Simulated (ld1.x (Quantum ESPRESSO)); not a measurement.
## Before and after: ultrasoft potential for Mn

```
Element                 : manganese
Generator               : ld1.x (Quantum ESPRESSO) 7.5
Type                    : ultrasoft
Functional              : PBE
Relativity              : scalar-relativistic
Frozen core             : [Ne]
Valence charge          : 15
Reference configuration : 3s2 3p6 3d5 4s1 4p0 (charge +1)
Partial waves           : 3s (bound): rcut 1.15, rcutus 1.25 bohr; 4s (bound): rcut 1.15, rcutus 1.25 bohr; 3p (bound): rcut 1.80, rcutus 1.90 bohr; 4p (bound, empty): rcut 1.80, rcutus 1.90 bohr; 3d (bound): rcut 0.85, rcutus 1.10 bohr; 3d channel at 1 Ry: rcut 0.85, rcutus 1.10 bohr
Local potential         : all-electron potential smoothed inside 0.90 bohr (lloc = -1)
Core correction         : none
Augmentation charge     : PSQ, radius 0.60 bohr
```

All-electron outer shells of the reference configuration (PBE, scalar-relativistic, ld1.x):

| shell | level (eV) | outermost node (bohr) | outermost maximum (bohr) |
| --- | --- | --- | --- |
| 2p | -638.32 | – | 0.19 |
| 3s | -94.10 | 0.34 | 0.74 |
| 3p | -62.83 | 0.31 | 0.75 |
| 3d | -14.91 | – | 0.76 |
| 4s | -11.88 | 1.05 | 2.38 |
| 4p | -7.19 | 1.15 | 2.95 |

Change: waves 3s (bound): rcut 1.15, rcutus 1.38 bohr; 4s (bound): rcut 1.15, rcutus 1.38 bohr.

Cutoffs: the cutoffs (Ry, on a coarse ladder) from which the occupation-weighted sum of valence levels, in a spherical-Bessel basis at the reference potential, stays within 10 and 1 mRy of its value at 400 Ry; they do not see the model core or the augmentation charge, which bear on the density cutoff. Errors are all-electron minus pseudo energies relative to the spin-unpolarised reference configuration.

**Question.** How do hardness, ghosts and transferability respond?

**Answer.** The potential gets neither clearly harder nor softer (90 Ry and 140 Ry → 90 Ry and 140 Ry); the d channel sets the loose cutoff, while the largest relative change is in s, which becomes harder; of the 7 tests that both files solve, the error grows in 1 and shrinks in 0 by more than 15 % and 0.3 meV (median size 1.0 → 1.1 meV); neither file shows a bound ghost.

```csv
quantity,base,changed
"cutoff, loose",90 Ry,90 Ry
"cutoff, tight",140 Ry,140 Ry
loose cutoff by channel (10 mRy a level),"s 30 Ry, p 21 Ry, d 80 Ry","s 35 Ry, p 21 Ry, d 80 Ry"
bound ghosts,none,none
"error for 3s2 3p6 3d5 4s2 4p0, meV [ΔE -8.42 eV]",+1.0,+1.1
"error for 3s2 3p6 3d5 4s0 4p0, meV [ΔE 15.60 eV]",-0.2,-0.2
"error for 3s2 3p6 3d4 4s0 4p0, meV [ΔE 48.12 eV]",-4.1,-3.9
"error for 3s2 3p6 3d5 4s1.5 4p0, meV [ΔE -5.06 eV]",+0.5,+0.5
"error for 3s2 3p6 3d4 4s2 4p1, meV [ΔE -0.61 eV]",+6.6,+6.8
"error for 3s2 3p6 3d5.5 4s1.5 4p0, meV [ΔE -8.90 eV]",0.0,+0.1
"error for 3s1 3p6 3d5 4s2 4p0, meV [ΔE 85.09 eV]",+27,+35
s: phases at 2.04 bohr within 0.05 rad from the reference energy up to (Ry; the scan ends near 5),to the end of the scan,to the end of the scan
p: phases at 2.04 bohr within 0.05 rad from the reference energy up to (Ry; the scan ends near 5),4.8,4.8
d: phases at 2.04 bohr within 0.05 rad from the reference energy up to (Ry; the scan ends near 5),to the end of the scan,to the end of the scan
lowest overlap eigenvalue by channel,"s 0.05, p 0.74, d 0.91","s 0.05, p 0.74, d 0.91"
```
